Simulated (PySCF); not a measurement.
**State search for SbH**

Unrestricted PBE0; Sb cc-pVTZ-PP with ECP28, H cc-pVTZ; scalar-relativistic core potentials (PySCF 2.14). Outer shells of the fragments: Sb 4d10 5s2 5p3; H 1s1.

Followed along the bond (rough minima from three points):

```
2Ms+1    unpaired  ⟨S²⟩ at the start  R at minimum (Å)  Te (eV)
    3        π ↑↑               2.01              1.72     0.00
    1        π ↑↓               1.01              1.72     0.32
    1        none               0.00              1.72     1.29
    5  σ ↑↑, π ↑↑               6.00  none in the scan   ≤ 5.06
```

Solutions found at the starting distance of 1.685 Å, counted from the lowest of them; the search is not exhaustive and high or unbound solutions are not listed, so other states can lie among these:

| 2Ms+1 | unpaired | term | E (eV) | ⟨S²⟩ | ⟨Lz²⟩ | μ (D) |
| --- | --- | --- | --- | --- | --- | --- |
| 3 | π ↑↑ | ³Σ⁻ | 0.00 | 2.01 | 0.00 | -0.12 |
| 1 | π ↑↓ | mixed | 0.32 | 1.01 | 2.02 | -0.12 |
| 1 | none | mixed | 1.28 | 0.00 | 2.01 | -0.10 |
| 3 | σ ↑, π ↑ | ³Π | 3.57 | 2.01 | 1.01 | 0.56 |
| 1 | σ ↓, π ↑ | mixed | 3.85 | 1.02 | 1.01 | 0.65 |
| 3 | σ ↑, π ↑ | ³Π | 5.07 | 2.01 | 1.01 | -0.22 |
| 1 | σ ↓, π ↑ | mixed | 5.29 | 1.01 | 1.01 | -0.15 |
| 5 | σ ↑↑, π ↑↑ | ⁵Σ⁻ | 5.78 | 6.00 | 0.00 | 0.50 |
| 3 | σ ↑↑, π ↑↓ | mixed | 6.63 | 3.01 | 2.03 | 0.63 |
| 1 | σ ↓↓, π ↑↑ | mixed | 6.86 | 2.00 | 0.00 | 0.70 |

A term symbol is given only where ⟨S²⟩ and ⟨Lz²⟩ are close to those of a pure state; real π, δ and φ orbitals otherwise mix terms. A positive dipole means Sb(−)H(+).

Spin–orbit coupling is left out. Counting both spins, an empty level lies below a filled one in some of these solutions, because spin and occupation are held.
